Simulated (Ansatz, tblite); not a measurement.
Cost and result up the ladder for Al₂Sb₂ (the lowest singlet isomer of a short search) (4 atoms). Total charge 0; singlet. Geometry: r2SCAN-D4/def2-SVP.

```xyz
4

Al    0.5486    2.4481    0.3198
Al   -0.5489   -2.4480   -0.3193
Sb   -1.1422    0.1680    0.6746
Sb    1.1425   -0.1680   -0.6751
```

Ansatz on 4 threads of Arm Neoverse V1 on a shared host; xTB runs through tblite on one thread. Times are rough, summed over both states, and most runs start from the orbitals of an earlier one. PBE0-D4/def2-TZVP serves as the yardstick here, not as an exact answer. The other state is a doublet.

In the def2 sets Sb takes a core potential; there is no spin–orbit coupling. The xTB rows come from tblite. The order of the spin states hangs on the level: the triplet lies 0.07 eV below the singlet at r2SCAN-D4/def2-TZVP, but 0.15 eV above it at PBE-D4/def2-TZVP. The structure comes from a short search, and lower isomers may exist.

Raw xTB energies of ions are shifted by several eV.

| level | functions | wall time |
| --- | --- | --- |
| GFN1-xTB | 36 | 0.009 s |
| GFN2-xTB | 36 | 0.014 s |
| PBE-D4/def2-TZVP | 174 | 4.5 s |
| PBE0-D4/def2-TZVP (with forces) | 174 | 11 s |
| r2SCAN-D4/def2-TZVP | 174 | 23 s |

Problem. Estimate what each level gives for the vertical IE (eV).

Solution. 
| level | vertical IE (eV) | difference from PBE0-D4/def2-TZVP (eV) |
| --- | --- | --- |
| GFN1-xTB | 10.95 | 4.20 |
| GFN2-xTB | 10.30 | 3.55 |
| PBE-D4/def2-TZVP | 6.66 | -0.09 |
| PBE0-D4/def2-TZVP (with forces) | 6.75 | 0.00 |
| r2SCAN-D4/def2-TZVP | 6.64 | -0.11 |
